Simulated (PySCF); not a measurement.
What binds IF: the parts of the energy along the bond

State: ¹Σ⁺, singlet, closed shell. RHF-based CCSD(T) in PySCF 2.14 with I cc-pVTZ-PP with ECP28, F cc-pVTZ and I cc-pVQZ-PP with ECP28, F cc-pVQZ (frozen core orbitals: 10; scalar-relativistic core potentials). Correlation energies are extrapolated as n⁻³ (n = 3, 4), Hartree–Fock as (n+1)·exp(−9√n). CV is the change on freezing 4 orbitals instead, in I cc-pwCVTZ-PP with ECP28, F cc-pwCVTZ. All energies in eV from I + F.

| R (Å) | HF/CBS | CCSD corr. | (T) | CV | total |
| --- | --- | --- | --- | --- | --- |
| 1.6953 | -0.218 | -1.733 | -0.1510 | -0.0410 | -2.143 |
| 1.7724 | -0.682 | -1.815 | -0.1713 | -0.0161 | -2.684 |
| 1.8495 | -0.850 | -1.890 | -0.1922 | 0.0005 | -2.932 |
| 1.9265 | -0.816 | -1.961 | -0.2138 | 0.0116 | -2.979 |
| 2.0036 | -0.647 | -2.029 | -0.2366 | 0.0191 | -2.893 |
| 2.0999 | -0.314 | -2.112 | -0.2670 | 0.0248 | -2.668 |
| 2.1962 | 0.097 | -2.193 | -0.3006 | 0.0277 | -2.369 |

A fit to the total gives Re = 1.9108 Å, De = 2.982 eV, ωe = 631.2 cm⁻¹, Be = 0.2794 cm⁻¹ (masses 126.9045 and 18.9984 u).

Problem. At R = 1.9265 Å the CCSD correlation energy is -0.408078 hartree in the smaller basis and -0.448353 in the larger. Extrapolate it.

Solution. (4³·E4 − 3³·E3)/(4³ − 3³) = -0.47774 hartree; the larger basis holds 93.8 % of it.

The T1 diagnostic is 0.013. The open-shell atoms are computed with UHF. Spin–orbit coupling, excitations beyond (T) and corrections to the Born–Oppenheimer picture are left out, and spin–orbit coupling matters for open p, d or f shells this heavy.
